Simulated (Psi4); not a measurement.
ISn (SMILES [Sn][I]), doublet, geometry from GFN2-xTB (such geometries of metal compounds can be far from the true shape) (the spin is typed, not shown lowest) (core potentials on I, Sn); BHHLYP/def2-SVPD run with Psi4.

Here is a job for Psi4.
```
memory 2 GB

molecule {
0 2
Sn   -0.00000000   -0.00000000   -1.39442545
I     0.00000000    0.00000000    1.31549570
}

set {
  basis def2-svpd
  reference uks
  scf_type pk
  puream true
  d_convergence 1e-8
  dft_radial_points 99
  dft_spherical_points 590
}

energy('bhhlyp')
print_variables()
```

Task: Write the output that Psi4 gives for this input, abridged.

Result: 
```
   => Loading Basis Set <=

    Name: DEF2-SVPD
    Role: ORBITAL
    Keyword: BASIS

    !!!  WARNING: ECP capability is in beta. Please check occupations closely.  !!!

         ---------------------------------------------------------
                                   SCF
               by Justin Turney, Rob Parrish, Andy Simmonett
                          and Daniel G. A. Smith
                              UKS Reference
         ---------------------------------------------------------

  ==> Geometry <==

    Molecular point group: c2v
    Full point group: C_inf_v

    Geometry (in Angstrom), charge = 0, multiplicity = 2:

       Center              X                  Y                   Z               Mass
    ------------   -----------------  -----------------  -----------------  -----------------
         SN           0.000000000000     0.000000000000    -1.393402810032   119.902201630000
         I            0.000000000000     0.000000000000     1.316518339968   126.904471900000

  Running in c2v symmetry.

  Rotational constants: A = ************  B =      0.03723  C =      0.03723 [cm^-1]
  Rotational constants: A = ************  B =   1116.23775  C =   1116.23775 [MHz]
  Nuclear repulsion =  107.400713806193224

  Charge       = 0
  Multiplicity = 2
  Electrons    = 47
  Nalpha       = 24
  Nbeta        = 23

  ==> Algorithm <==

  SCF Algorithm Type is PK.
  DIIS enabled.
  MOM disabled.
  Fractional occupation disabled.
  Guess Type is SAD.
  Energy threshold   = 1.00e-06
  Density threshold  = 1.00e-08
  Integral threshold = 1.00e-12

  ==> Primary Basis <==

  Basis Set: DEF2-SVPD
    Blend: DEF2-SVPD
    Number of shells: 25
    Number of basis functions: 67
    Number of Cartesian functions: 73
    Spherical Harmonics?: true
    Max angular momentum: 2

  Core potential: DEF2-SVPD
    Number of shells: 8
    Number of ECP primitives: 47
    Number of ECP core electrons: 56
    Max angular momentum: 3

  ==> DFT Potential <==

   => LibXC <=

    Version 7.1.2
    S. Lehtola, C. Steigemann, M. J. T. Oliveira, and M. A. L. Marques,  SoftwareX 7, 1–5 (2018) (10.1016/j.softx.2017.11.002)

   => Composite Functional: BHANDHLYP <=

    BHandHLYP Hyb-GGA Exchange-Correlation Functional

    A. D. Becke,  J. Chem. Phys. 98, 1372 (1993) (10.1063/1.464304)
    Defined through Gaussian implementation.

    Deriv               =              1
    GGA                 =           TRUE
    Meta                =          FALSE

    Exchange Hybrid     =           TRUE
    MP2 Hybrid          =          FALSE

   => Exchange Functionals <=

    0.5000         Becke 88

   => Exact (HF) Exchange <=

    0.5000               HF

   => Correlation Functionals <=

    1.0000   Lee, Yang & Parr

   => LibXC Density Thresholds  <==

    XC_HYB_GGA_XC_BHANDHLYP:  1.00E-15

   => Molecular Quadrature <=

    Radial Scheme          =       TREUTLER
    Pruning Scheme         =           NONE
    Nuclear Scheme         =       TREUTLER

    Blocking Scheme        =         OCTREE
    BS radius alpha        =              1
    Pruning alpha          =              1
    Radial Points          =             99
    Spherical Points       =            590
    Total Points           =         110558
    Total Blocks           =            996
    Max Points             =            256
    Max Functions          =             67
    Weights Tolerance      =       1.00E-15

  ==> Integral Setup <==

  Using in-core PK algorithm.
   Calculation information:
      Number of atoms:                   2
      Number of AO shells:              25
      Number of primitives:             51
      Number of atomic orbitals:        73
      Number of basis functions:        67

      Integral cutoff                 1.00e-12
      Number of threads:                 1

  Performing in-core PK
  Using 5191562 doubles for integral storage.
  We computed 52393 shell quartets total.
  Whereas there are 52975 unique shell quartets.

[...]
   -------------------------
    Total      67      67
   -------------------------

  ==> Iterations <==

                        Total Energy        Delta E     RMS |[F,P]|

   @UKS iter SAD:  -508.71131969428757   -5.08711e+02   0.00000e+00
   @UKS iter   1:  -511.38312734899608   -2.67181e+00   2.30601e-02 DIIS/ADIIS
   @UKS iter   2:  -510.35840405889599    1.02472e+00   3.43432e-02 DIIS/ADIIS
   @UKS iter   3:  -511.86907081121672   -1.51067e+00   6.27527e-03 DIIS/ADIIS
   @UKS iter   4:  -511.91093640273419   -4.18656e-02   2.37011e-03 DIIS/ADIIS
   @UKS iter   5:  -511.91699967331982   -6.06327e-03   4.56195e-04 DIIS/ADIIS
   @UKS iter   6:  -511.91730926274892   -3.09589e-04   8.87503e-05 DIIS
   @UKS iter   7:  -511.91733142846556   -2.21657e-05   2.76319e-05 DIIS
   @UKS iter   8:  -511.91733279436744   -1.36590e-06   6.64656e-06 DIIS
   @UKS iter   9:  -511.91733296212078   -1.67753e-07   1.37952e-06 DIIS
   @UKS iter  10:  -511.91733297056822   -8.44744e-09   3.59632e-07 DIIS
   @UKS iter  11:  -511.91733297118600   -6.17774e-10   1.25582e-07 DIIS
   @UKS iter  12:  -511.91733297128656   -1.00556e-10   3.14818e-08 DIIS
   @UKS iter  13:  -511.91733297129315   -6.59384e-12   6.76388e-09 DIIS
  Energy and wave function converged.

  ==> Post-Iterations <==

   Electrons on quadrature grid:
      Nalpha   =   23.9999999357 ; deviation = -6.428e-08
      Nbeta    =   22.9999999211 ; deviation = -7.889e-08
      Ntotal   =   46.9999998568 ; deviation = -1.432e-07

   @Spin Contamination Metric:   4.345052515E-03
   @S^2 Expected:                7.500000000E-01
   @S^2 Observed:                7.543450525E-01
   @S   Expected:                5.000000000E-01
   @S   Observed:                5.000000000E-01

    Orbital Energies [Eh]
    ---------------------

    Alpha Occupied:

[...]
    Alpha Virtual:

[...]
      31A1    56.308758

    Beta Occupied:

[...]
    Beta Virtual:

[...]
    Final Occupation by Irrep:
             A1    A2    B1    B2
    DOCC [    11,    2,    5,    5 ]
    SOCC [     0,    0,    1,    0 ]
    NA   [    11,    2,    6,    5 ]
    NB   [    11,    2,    5,    5 ]

  @UKS Final Energy:  -511.91733297129315

   => Energetics <=

    Nuclear Repulsion Energy =            107.4007138061932238
    One-Electron Energy =               -1108.8565607927694145
    Two-Electron Energy =                 510.5700536892290415
    DFT Exchange-Correlation Energy =     -21.0315396739460674
    Empirical Dispersion Energy =           0.0000000000000000
    VV10 Nonlocal Energy =                  0.0000000000000000
    Total Energy =                       -511.9173329712931491

  UHF NO Occupations:
  HONO-2 :    5 B1 1.9997372
  HONO-1 :   11 A1 1.9983231
  HONO-0 :    6 B1 1.0000000
  LUNO+0 :   12 A1 0.0016769
  LUNO+1 :    7 B1 0.0002628
  LUNO+2 :   13 A1 0.0001170
  LUNO+3 :    6 B2 0.0000728

Computation Completed

Properties will be evaluated at   0.000000,   0.000000,   0.000000 [a0]

Properties computed using the SCF density matrix

 Multipole Moments:

 ------------------------------------------------------------------------------------
     Multipole            Electronic (a.u.)      Nuclear  (a.u.)        Total (a.u.)
 ------------------------------------------------------------------------------------

 L = 1.  Multiply by 2.5417464519 to convert [e a0] to [Debye]
 Dipole X            :          0.0000000            0.0000000            0.0000000
 Dipole Y            :          0.0000000            0.0000000            0.0000000
 Dipole Z            :         -5.2307702            4.2671843           -0.9635859
 Magnitude           :                                                    0.9635859

 ------------------------------------------------------------------------------------

  Variable Map:
  ----------------------------------------------------------------------------
[...]
  Array Variable Map:
  ----------------------------------------------------------------------------
[...]
[...]
```
